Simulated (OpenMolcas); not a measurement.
**S III: CASPT2 settings compared**

```
Program             : OpenMolcas 26.06
Basis               : ANO-R1 [4s3p1d]
Scalar Hamiltonian  : X2C, finite nucleus
Active space        : 2 electrons in 3 orbitals (3p)
State averaging     : 2S+1 = 3 even, 3 roots; 2S+1 = 1 even, 6 roots
Spin-orbit coupling : RASSI with atomic mean-field integrals over the reference wave functions, term energies averaged over their components
```

Methods on the same reference wave functions:
A. CASSCF
B. SS-CASPT2, IPEA 0.5 Eh, imaginary shift 0.15 Eh (closed shells correlated: 2s 2p 3s)
C. SS-CASPT2, IPEA 0 Eh, no level shift (closed shells correlated: 2s 2p 3s)
D. XMS-CASPT2, IPEA 0.3 Eh, no level shift (closed shells correlated: 2s 2p 3s)

Energies in cm-1 above 3s2 3p2 3P0, the measured ground level; measured values from NIST levels in Podobedova, Kelleher and Wiese, J. Phys. Chem. Ref. Data 38, 171 (2009).

| Level | A | B | C | D | Measured |
| --- | --- | --- | --- | --- | --- |
| 3s2 3p2 3P0 | 0.0 | 0.0 | 0.0 | 0.0 | 0.0 |
| 3s2 3p2 3P1 | 291 | 294 | 293 | 293 | 299 |
| 3s2 3p2 3P2 | 827 | 829 | 829 | 829 | 833 |
| 3s2 3p2 1D2 | 14230 | 12500 | 13280 | 12880 | 11323 |
| 3s2 3p2 1S0 | 34562 | 29100 | 29930 | 29910 | 27161 |

Deviations, from unrounded energies. A percentage is the sum of absolute deviations over the sum of measured energies, with the sign that they share, or ± where signs differ.

```csv
Against measurement,Levels,A,B,C,D
mean absolute deviation (cm-1),4,2600,780,1200,1100
fine structure of the ground term (%),2,-1.2,-0.8,-0.8,-0.9
other terms of the ground configuration (%),2,+26.8,+8.1,+12.3,+11.2
```

B lies closest to measurement on these levels and A furthest from it. The largest miss of B in the table is 3s2 3p2 1S0, by +1900 cm-1. The ranking rests on the paired levels alone, and a cruder setting can come out closer through cancelling errors.

Among B to D the level of the table that moves most is 3s2 3p2 1S0, by 830 cm-1 (lowest in B, highest in C). Moves below CASPT2's spread within the term are not significant.

From A to B the spin-free energies of the other terms of 3s2 3p2 shown, above 3P, scale by factors of 0.84 to 0.87.

The lowest spin-free term lies below A's lowest term by 0.058 hartree in B, 0.071 hartree in C, 0.068 hartree in D.

CASPT2 breaks the degeneracy within a term, and the mean is taken; among the terms shown or strongly mixed into the levels shown the widest spread is 230 cm-1 (3s2 3p2 1D, D). With the s shell closed, the reference lacks s² → p² mixing. Some terms miss by over 15 % even with CASPT2, which points to a basis or an active space too small for the shells correlated (holds for C). Measured partners are found by configuration, term and J. A level has none where our copy of the source lacks it or the pairing is in doubt (some pairs that miss far off the trend of their configuration count as doubtful), and it then counts in no deviation. Levels of configurations outside the active space are missing.
